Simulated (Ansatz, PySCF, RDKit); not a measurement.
Noncovalent pair: H2O (SMILES O) (first 3 atoms) with C2H6O (SMILES CCO); geometry from B3LYP-D3(BJ)/def2-TZVP, rigid monomers moved along the line of their centres of mass till H2···O6 is 1.71 Å.
(charge 0, multiplicity 1):
```
atom    x (Å)    y (Å)    z (Å)
----  -------  -------  -------
O     -0.2192   0.3078   0.1725
H      0.3039   0.1022   0.9666
H      0.1251  -0.2641  -0.5197
C     -1.2975   0.4601   3.3301
C     -0.2632  -0.6464   3.2486
O      0.9144  -0.2493   2.5289
H     -2.1885   0.1079   3.8546
H     -1.5870   0.7869   2.3310
H     -0.9081   1.3209   3.8810
H      0.0187  -0.9969   4.2471
H     -0.6555  -1.4991   2.6948
H      1.2937   0.5245   2.9608
```

Counterpoise-corrected where a basis set is named; no monomer relaxation. Rows marked so take none. RDKit's UFF carries no charges.

Rows in 6-31G*, STO-3G carry no dispersion term and start afresh at each structure (6-31G* with six Cartesian d functions).

The values were computed with Ansatz (Gaussian basis) for Hartree–Fock, density functionals and correlated methods; PySCF for 6-31G* rows, STO-3G rows, the dispersion terms; RDKit for the force fields. Each number belongs to the level named beside it.

| level | interaction energy (kcal/mol) |
|---|---|
| UFF | 83.90 |
| HF/STO-3G (no counterpoise) | -5.47 |
| HF/6-31G* (no counterpoise) | -4.69 |
| PBE-D3(BJ)/def2-TZVPPD | -6.00 |
| r2SCAN-D4/def2-TZVPPD | -6.15 |
| B3LYP/6-31G* | -4.50 |
| B3LYP-D3(BJ)/def2-TZVPPD | -5.79 |
| M06-2X/6-31G* (no counterpoise) | -8.81 |
| wB97M-V/def2-TZVPPD | … |

Question: What belongs in the gaps?

Answer: 
- wB97M-V/def2-TZVPPD, interaction energy (kcal/mol): -5.61

Ansatz is a first-principles code.
